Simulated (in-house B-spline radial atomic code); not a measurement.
## Ionising Sm XLI (Sm40+) with different functionals

Computed with an all-electron radial atomic-structure program (B-spline basis): scalar-relativistic (spin-free X2C) Hamiltonian, Fermi nucleus of rms radius 5.0819 fm, spin-polarised at highest spin, spherical fractional occupations for the functionals. The ionisation energy is the difference of two self-consistent energies, [Ar] 3d4 → [Ar] 3d3, without Breit or QED terms; ε is the level of the shell that loses the electron (its least bound occupied spin orbital). There is no spin-orbit coupling in this Hamiltonian.

Hybrids are left out here: with spherical fractional occupations of an open shell their exact exchange keeps a self-interaction that integer-occupation calculations don't have.

```
  method      rung  ΔSCF (eV)  -ε(3d) (eV)
LDA PW92       LDA          ?            ?
    PW91       GGA          ?            ?
    BLYP       GGA     3019.8       2966.4
  r2SCAN  meta-GGA     3023.1       2970.5
```

What does LDA PW92 give?

ΔSCF 3019.4 eV, and -ε(3d) = 2965.9 eV.

What does PW91 give?

ΔSCF 3020.2 eV, and -ε(3d) = 2966.8 eV.

How do they compare with the NIST value?

NIST lists 3028 eV ± 4 (tabulated theory, ground level to ground level). Errors run from -8.6 to -4.9 eV. The correlated functionals all miss on the same side by more than they spread, so the cause is common to them (spin-orbit coupling, Breit-QED terms, multiplet and fine-structure energies, or a listed next ion that isn't the cheapest removal here) and closeness doesn't rank the functionals.
